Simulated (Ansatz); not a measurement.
Ansatz (an electronic-structure program) input (PBE0/def2-TZVP):

Ansatz 0.2 input:
```yaml
crystal:
  periodic: [false, false, false]
  atoms:
    - {symbol: C, position_ang: [-0.09534627, 1.33111814, 0.01210732]}
    - {symbol: C, position_ang: [-1.15115099, 0.32887739, -0.51642207]}
    - {symbol: S, position_ang: [-0.00769884, -1.07353584, 0.23359474]}
    - {symbol: C, position_ang: [1.08230038, 0.36502231, -0.12213402]}
    - {symbol: H, position_ang: [-0.18230125, 1.60497330, 1.08577572]}
    - {symbol: H, position_ang: [-0.00473891, 2.26771602, -0.56254106]}
    - {symbol: H, position_ang: [-2.06591090, 0.35397813, 0.10241114]}
    - {symbol: H, position_ang: [1.42919648, 0.31009034, -1.15886004]}
    - {symbol: H, position_ang: [1.93211740, 0.48970859, 0.55439091]}
basis:
  gaussian:
    orbitals: def2-TZVP
hamiltonian:
  xc: {name: PBE0}
total_charge: -1
```

Output:

```
Functional definition: PBE0
integrals: 0.07 GiB planned
1031 factors; their error is unknown
mean field: 0.71 GiB planned
mean field evaluation 1: about -14015.4560 eV, gradient 4.0e1 eV
mean field evaluation 2: about -14006.8475 eV, gradient 6.6e1 eV
mean field evaluation 4: about -14019.4462 eV, gradient 3.4e0 eV
mean field evaluation 8: about -14019.4764 eV, gradient 1.5e-1 eV
mean field evaluation 16: about -14019.4835 eV, gradient 3.4e-4 eV
mean field -14019.48350180 eV, -515.2065159440 hartree, gradient 3.0e-5 eV, S^2 0.000000; 0 other end points of the search recorded, 0 dependent functions left out
reference -14019.48352829 eV, -515.2065169173 hartree; 20, 20 occupied and 140, 140 virtual orbitals, 1031 factors
Total energy: -14019.48352829 eV, -515.2065169173 hartree
```

It need not be the lowest isomer of its formula. Whether it binds its extra electron was not tested at this geometry.
